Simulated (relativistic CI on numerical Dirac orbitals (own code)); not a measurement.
## Energy levels of Ti IX

Calculated at this level of theory: Dirac-Coulomb-Breit CI, separate exchange-only KLI orbitals for each configuration, a model potential for QED, valence Slater integrals scaled by 0.9, P86 correlation estimate, and configurations built on the next ion tied to the tabulated ionisation energy (semi-empirical) (own radial code, finite nucleus).

CI space (outside the closed core [Ne]): 3s2 3p2, 3s2 3p 3d, 3s2 3p 4s, 3s2 3p 4p, 3s2 3p 4d, 3s2 3p 5s, 3s2 3p 4f, 3s 3p3, 3p4, 3s2 3d2, 3s 3p2 3d, 3p2 3d2, 3p3 3d, 3s 3p 3d2, 3s2 3d 4s, 3s2 3d 4p, 3p3 4s, 3p3 4p, 3s 3p2 4s, 3s 3p 3d 4s, 3s 3p 3d 4p, 3s 3p2 4p, 3s2 4s2, 3p2 3d 4s. Levels of other configurations are missing.

| No. | Configuration | Term | J | E (cm⁻¹) | % | Next component (%) | jj configuration (%) |
| --- | --- | --- | --- | --- | --- | --- | --- |
| 41 | 3s 3p2(3P)<4P> 3d‡ | 5D | 4 | 474086 | 96 | 2 5F | 3s 3p1/2 3p3/2 3d5/2 (52) |
| 42 | 3s 3p2(1D)<2D> 3d‡ | 3F | 2 | 491062 | 93 | 6 3s2 3d2 3F | 3s 3p1/2 3p3/2 3d3/2 (40) |
| 43 | 3s 3p2(1D)<2D> 3d‡ | 3F | 3 | 492673 | 92 | 6 3s2 3d2 3F | 3s 3p1/2 3p3/2 3d3/2 (34) |
| 44 | 3s 3p2(1D)<2D> 3d‡ | 3F | 4 | 495012 | 91 | 6 3s2 3d2 3F | 3s 3p3/2^2 3d5/2 (56) |
| 45 | 3p4‡ | 1S | 0 | 505536 | 62 | 30 3s 3p2 3d 1S | 3p3/2^2 (41) |
| 46 | 3s 3p2(3P)<4P> 3d‡ | 5P | 3 | 510340 | 99 |  | 3s 3p1/2 3p3/2 3d5/2 (52) |
| 47 | 3s 3p2(3P)<4P> 3d‡ | 5P | 2 | 511893 | 99 |  | 3s 3p1/2 3p3/2 3d3/2 (29) |
| 48 | 3s 3p2(3P)<4P> 3d‡ | 5P | 1 | 512873 | 99 |  | 3s 3p3/2^2 3d3/2 (47) |
| 49 | 3s 3p2(3P)<4P> 3d‡ | 3P | 2 | 521136 | 70 | 24 3p4 3P | 3s 3p1/2 3p3/2 3d5/2 (41) |
| 50 | 3s 3p2(3P)<4P> 3d‡ | 3P | 1 | 524801 | 69 | 25 3p4 3P | 3s 3p3/2^2 3d5/2 (27) |
| 51 | 3s 3p2(3P)<4P> 3d‡ | 3P | 0 | 526966 | 68 | 25 3p4 3P | 3s 3p3/2^2 3d5/2 (34) |
| 52 | 3s 3p2(1D)<2D> 3d‡ | 3G | 3 | 544012 | 98 | 1 3p2 3d2 3G | 3s 3p1/2 3p3/2 3d3/2 (64) |
| 53 | 3s 3p2(1D)<2D> 3d‡ | 3G | 4 | 544486 | 98 | 1 3p2 3d2 3G | 3s 3p1/2 3p3/2 3d5/2 (34) |
| 54 | 3s 3p2(1D)<2D> 3d‡ | 3G | 5 | 545071 | 99 | 1 3p2 3d2 3G | 3s 3p1/2 3p3/2 3d5/2 (62) |
| 55 | 3s 3p2(3P)<4P> 3d‡ | 3D | 1 | 554201 | 99 |  | 3s 3p1/2 3p3/2 3d5/2 (26) |
| 56 | 3s 3p2(3P)<4P> 3d‡ | 3D | 2 | 554516 | 98 | 1 3P | 3s 3p1/2 3p3/2 3d5/2 (28) |
| 57 | 3s 3p2(3P)<4P> 3d‡ | 3D | 3 | 554687 | 88 | 10 1F | 3s 3p1/2 3p3/2 3d5/2 (57) |
| 58 | 3s 3p2(1D)<2D> 3d‡ | 1G | 4 | 556810 | 82 | 15 3s2 3d2 1G | 3s 3p1/2 3p3/2 3d5/2 (42) |
| 59 | 3s 3p2(1D)<2D> 3d‡ | 1F | 3 | 559324 | 85 | 11 3D | 3s 3p1/2 3p3/2 3d3/2 (34) |
| 60 | 3s 3p2(3P)<4P> 3d‡ | 3F | 2 | 572326 | 72 | 21 3D | 3s 3p1/2 3p3/2 3d3/2 (27) |
| 61 | 3s 3p2(1D)<2D> 3d‡ | 3D | 1 | 573927 | 97 | 2 1P | 3s 3p1/2 3p3/2 3d5/2 (46) |
| 62 | 3s 3p2(3P)<4P> 3d‡ | 3F | 3 | 574190 | 60 | 34 3D | 3s 3p1/2 3p3/2 3d5/2 (45) |
| 63 | 3s 3p2(1D)<2D> 3d‡ | 3D | 2 | 575158 | 78 | 19 3F | 3s 3p1/2 3p3/2 3d3/2 (31) |
| 64 | 3s 3p2(1D)<2D> 3d‡ | 3D | 3 | 577084 | 64 | 31 3F | 3s 3p3/2^2 3d5/2 (51) |
| 65 | 3s 3p2(3P)<4P> 3d‡ | 3F | 4 | 577899 | 90 | 7 3s2 3d2 3F | 3s 3p3/2^2 3d3/2 (33) |
| 66 | 3s 3p2(3P)<2P> 3d‡ | 1P | 1 | 578395 | 92 | 4 3D | 3s 3p1/2 3p3/2 3d3/2 (29) |
| 67 | 3s 3p2(1D)<2D> 3d‡ | 3P | 0 | 582465 | 78 | 17 3s2 3d2 3P | 3s 3p1/2 3p3/2 3d5/2 (41) |
| 68 | 3s 3p2(1D)<2D> 3d‡ | 3P | 1 | 583186 | 76 | 17 3s2 3d2 3P | 3s 3p1/2 3p3/2 3d5/2 (41) |
| 69 | 3s 3p2(1D)<2D> 3d‡ | 3P | 2 | 584684 | 76 | 17 3s2 3d2 3P | 3s 3p3/2^2 3d5/2 (38) |
| 70 | 3s 3p2(1D)<2D> 3d‡ | 3S | 1 | 589911 | 96 | 2 3p2 3d2 3S | 3s 3p1/2 3p3/2 3d5/2 (30) |
| 71 | 3s 3p2(3P)<2P> 3d‡ | 3D | 1 | 597642 | 96 | 2 3p2 3d2 3D | 3s 3p1/2 3p3/2 3d3/2 (35) |
| 72 | 3s 3p2(3P)<2P> 3d‡ | 3D | 2 | 599005 | 94 | 2 1D | 3s 3p3/2^2 3d3/2 (33) |
| 73 | 3s 3p2(3P)<2P> 3d‡ | 3D | 3 | 602534 | 89 | 8 3F | 3s 3p3/2^2 3d5/2 (53) |
| 74 | 3s 3p2(3P)<2P> 3d‡ | 3F | 2 | 604159 | 88 | 7 3s2 3d2 3F | 3s 3p1/2 3p3/2 3d3/2 (45) |
| 75 | 3s 3p2(3P)<2P> 3d‡ | 3F | 3 | 605008 | 82 | 10 3D | 3s 3p1/2 3p3/2 3d5/2 (31) |
| 76 | 3s 3p2(3P)<2P> 3d‡ | 3F | 4 | 605987 | 92 | 5 3s2 3d2 3F | 3s 3p1/2 3p3/2 3d5/2 (50) |
| 77 | 3s 3p2(1D)<2D> 3d‡ | 1D | 2 | 610086 | 59 | 21 3s2 3d2 1D | 3s 3p3/2^2 3d5/2 (23) |
| 78 | 3s 3p2(3P)<2P> 3d‡ | 3D | 3 | 630684 | 97 | 1 3F | 3s 3p3/2^2 3d5/2 (40) |
| 79 | 3s 3p2(1S)<2S> 3d‡ | 3D | 2 | 632932 | 97 | 1 3p2 3d2 3D | 3s 3p3/2^2 3d3/2 (40) |
| 80 | 3s 3p2(1S)<2S> 3d‡ | 3D | 1 | 634391 | 98 | 1 3p2 3d2 3D | 3s 3p3/2^2 3d3/2 (62) |
| 81 | 3s 3p2(1S)<2S> 3d‡ | 1D | 2 | 634614 | 76 | 13 3p4 1D | 3s 3p3/2^2 3d5/2 (37) |
| 82 | 3s 3p2(1D)<2D> 3d‡ | 1S | 0 | 637412 | 50 | 29 3p4 1S | 3s 3p1/2 3p3/2 3d5/2 (21) |
| 83 | 3s 3p2(1D)<2D> 3d‡ | 1P | 1 | 654201 | 60 | 33 3P | 3s 3p1/2 3p3/2 3d3/2 (57) |
| 84 | 3s 3p2(3P)<2P> 3d‡ | 3P | 2 | 655255 | 84 | 10 3p4 3P | 3s 3p1/2 3p3/2 3d5/2 (39) |
| 85 | 3s 3p2(3P)<2P> 3d‡ | 3P | 0 | 658329 | 82 | 11 3p4 3P | 3s 3p3/2^2 3d3/2 (52) |
| 86 | 3s 3p2(3P)<2P> 3d‡ | 3P | 1 | 658854 | 52 | 39 1P | 3s 3p3/2^2 3d5/2 (43) |
| 87 | 3s 3p2(3P)<2P> 3d‡ | 1F | 3 | 676165 | 95 | 3 3p2 3d2 1F | 3s 3p1/2 3p3/2 3d5/2 (41) |
| 88 | 3s 3p2(3P)<2P> 3d‡ | 1D | 2 | 699797 | 72 | 18 3s2 3d2 3F | 3s 3p1/2 3p3/2 3d3/2 (21) |
| 89 | 3s2 3d2‡ | 3F | 3 | 701711 | 78 | 18 3s 3p2 3d 3F | 3d3/2 3d5/2 (78) |
| 90 | 3s2 3d2‡ | 3F | 4 | 701943 | 79 | 18 3s 3p2 3d 3F | 3d5/2^2 (63) |
| 91 | 3s2 3d2‡ | 3F | 2 | 701995 | 61 | 20 3s 3p2 3d 1D | 3d3/2^2 (43) |
| 92 | 3s2 3p 4s | 3P° | 0 | 712879 | 96 | 1 3p3 4s 3P° | 3p1/2 4s (96) |
| 93 | 3s2 3p 4s | 3P° | 1 | 714230 | 87 | 9 1P° | 3p1/2 4s (88) |
| 94 | 3p3(2D°) 3d‡ | 1S° | 0 | 715237 | 73 | 26 3s 3p 3d2 1S° | 3p1/2 3p3/2^2 3d5/2 (43) |
| 95 | 3s2 3p 4s | 3P° | 2 | 720269 | 96 | 1 3p3 4s 3P° | 3p3/2 4s (96) |
| 96 | 3s2 3d2‡ | 1G | 4 | 722239 | 81 | 15 3s 3p2 3d 1G | 3d3/2 3d5/2 (64) |
| 97 | 3p3(2D°) 3d‡ | 3F° | 2 | 723836 | 72 | 24 3s 3p 3d2 3F° | 3p3/2 3d3/2 (28) |
| 98 | 3p3(2D°) 3d‡ | 3F° | 3 | 725051 | 70 | 24 3s 3p 3d2 3F° | 3p1/2 3p3/2^2 3d3/2 (26) |
| 99 | 3s2 3p 4s | 1P° | 1 | 726172 | 87 | 9 3P° | 3p3/2 4s (87) |
| 100 | 3p3(2D°) 3d‡ | 3F° | 4 | 726827 | 73 | 25 3s 3p 3d2 3F° | 3p1/2 3p3/2^2 3d5/2 (60) |
| 101 | 3s2 3d2‡ | 3P | 0 | 728270 | 76 | 20 3s 3p2 3d 3P | 3d3/2^2 (46) |
| 102 | 3s2 3d2‡ | 3P | 1 | 728492 | 76 | 20 3s 3p2 3d 3P | 3d3/2 3d5/2 (76) |
| 103 | 3s2 3d2‡ | 3P | 2 | 728771 | 67 | 18 3s 3p2 3d 3P | 3d3/2 3d5/2 (52) |
| 104 | 3p3(2D°) 3d‡ | 3D° | 2 | 729002 | 77 | 19 3s 3p 3d2 3D° | 3p1/2 3p3/2^2 3d3/2 (44) |
| 105 | 3p3(2D°) 3d‡ | 3D° | 3 | 729134 | 76 | 19 3s 3p 3d2 3D° | 3p1/2 3p3/2^2 3d5/2 (43) |
| 106 | 3p3(2D°) 3d‡ | 3D° | 1 | 729323 | 79 | 20 3s 3p 3d2 3D° | 3p1/2 3p3/2^2 3d3/2 (36) |
| 107 | 3s2 3d2‡ | 1D | 2 | 729747 | 59 | 22 3s 3p2 3d 1D | 3d5/2^2 (54) |
| 108 | 3p3(4S°) 3d‡ | 5D° | 0 | 734850 | 99 |  | 3p1/2 3p3/2^2 3d3/2 (55) |
| 109 | 3p3(4S°) 3d‡ | 5D° | 1 | 734926 | 99 |  | 3p1/2 3p3/2^2 3d3/2 (46) |
| 110 | 3p3(4S°) 3d‡ | 5D° | 2 | 735127 | 99 | 1 3D° | 3p1/2 3p3/2^2 3d3/2 (40) |

Energies count from the lowest computed level; ° marks odd parity. Percentages are summed over parent terms; the parents shown are those of the largest component, closed shells are left out there, and <> holds an intermediate term. Filled j subshells are mostly left out of the jj labels. ‡ marks configurations that were not tied to measured data.

The mean weight of the leading LS term, summed over parents, in these 70 levels is 83 %, and that of the leading jj configuration (from the same eigenvectors) 46 %, so LS coupling describes them better.

Configurations that consist of the next ion and one excited electron were tied to the tabulated ionisation energy; Rydberg ones are usually within 1,000 to 3,000 cm⁻¹ and the lowest ones within about 6,000 (9,000 in d shells), while levels on excited terms of the next ion carry the error of that term, and the other configurations can be misplaced by 10,000 cm⁻¹ or more. Rates follow the energies as ν³ (E1, M1) or ν⁵ (E2), so rates, branching and lifetimes can be off by large factors.

LS names give the leading component of a level, which can be under half, so a name can repeat, a term be missing and a line seem to break the LS rules.
